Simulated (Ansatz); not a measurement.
The cluster SiSn4. The state is a singlet with charge 0. Geometry PBE-D4/def2-SVP, basis def2-TZVP, Ansatz.

```xyz
5

Si    0.7857    0.5955    0.6827
Sn   -1.5816    1.0543    1.5071
Sn   -0.3867   -1.8113    0.6510
Sn    1.7916   -0.8586   -1.2779
Sn   -0.6089    1.0201   -1.5629
```

```csv
run,HOMO (eV),LUMO (eV)
A,-4.87,-4.19
B,-5.35,-3.57
C,-4.67,-4.17
D,-4.46,-3.99
```

In the def2 sets Sn takes a core potential; there is no spin–orbit coupling. Another isomer (singlet) lies 0.52 eV lower at PBE0-D4/def2-TZVP; other spin states weren't run for this one.

Q: The runs used BLYP, PBE, PBE0, r2SCAN. Estimate which is which.

A: A r2SCAN (0 % exact exchange); B PBE0 (25 % exact exchange); C PBE (0 % exact exchange); D BLYP (0 % exact exchange). Exact exchange lowers occupied and raises empty levels; among semilocal functionals meta-GGAs tend to open the gap a little, and such runs are hard to tell apart. The gap grows from 0.46 eV (BLYP) to 1.78 eV (PBE0). The restricted singlet is unstable towards broken spin symmetry in Hartree–Fock (as tested in another run); at r2SCAN-D4/def2-TZVP, PBE0-D4/def2-TZVP, PBE-D4/def2-TZVP, BLYP-D4/def2-TZVP this wasn't settled.
